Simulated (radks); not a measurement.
The numbers below are computed, except where a source is named.
Neutral europium inside a hard spherical wall (all orbitals vanish at R), configuration held at [Xe] 4f7 6s2 and not refilled when levels cross. Level of theory: scalar-relativistic Kohn-Sham, LDA (Slater exchange, Perdew-Wang correlation), spin-unpolarised, spherical densities, finite nucleus; Fermi nuclear charge, rms radius 5.1115 fm (a radial shooting solver on a logarithmic mesh with Libxc functionals). Eigenvalues in eV, with the zero of energy where the potential of the charges vanishes at infinity; a dash marks a level that is unbound or too diffuse for the functional's potential to be trusted. A positive occupied level is held by the wall or, in an anion where self-interaction has pushed it up, behind a barrier. The pressure on the wall is -dE/dV.

| R (bohr) | E (hartree) | kinetic (hartree) | e(5s) | e(5p) | e(6s) | e(4f) | e(5d, empty) | e(6p, empty) | pressure (GPa) |
|---|---|---|---|---|---|---|---|---|---|
| free | -10835.9185 | 11604.371 | -44.788 | -23.878 | -3.765 | -2.921 | -1.714 | -1.244 | 0 |
| 15 | -10835.9185 | 11604.372 | -44.785 | -23.875 | -3.763 | -2.918 | -1.711 | -1.229 | 0.000201 |
| 12 | -10835.9181 | 11604.376 | -44.752 | -23.842 | -3.737 | -2.885 | -1.679 | -1.140 | 0.00645 |
| 7 | -10835.8712 | 11604.639 | -43.478 | -22.598 | -2.404 | -1.624 | -0.448 | 1.292 | 2.09 |
| 6 | -10835.7981 | 11604.955 | -42.436 | -21.600 | -0.891 | -0.568 | 0.668 | 3.704 | 7.41 |
| 5 | -10835.5982 | 11605.734 | -40.596 | -19.862 | 2.627 | 1.372 | 2.862 | 8.953 | 30.7 |
| 3.5 | -10834.0856 | 11611.480 | -33.041 | -12.470 | 23.366 | 10.138 | 13.360 | 36.338 | 477 |
| 3 | -10832.1202 | 11618.727 | -26.321 | -5.265 | 45.412 | 18.292 | 23.575 | 62.882 | 1540 |
| 2.5 | -10827.1338 | 11635.960 | -12.749 | 10.242 | 92.553 | 33.941 | 44.897 | 116.68 | 5930 |
| 1.5 | -10759.5212 | 11839.142 | 132.37 | 177.68 | 521.57 | 143.71 | 248.02 | 571.90 | 212000 |
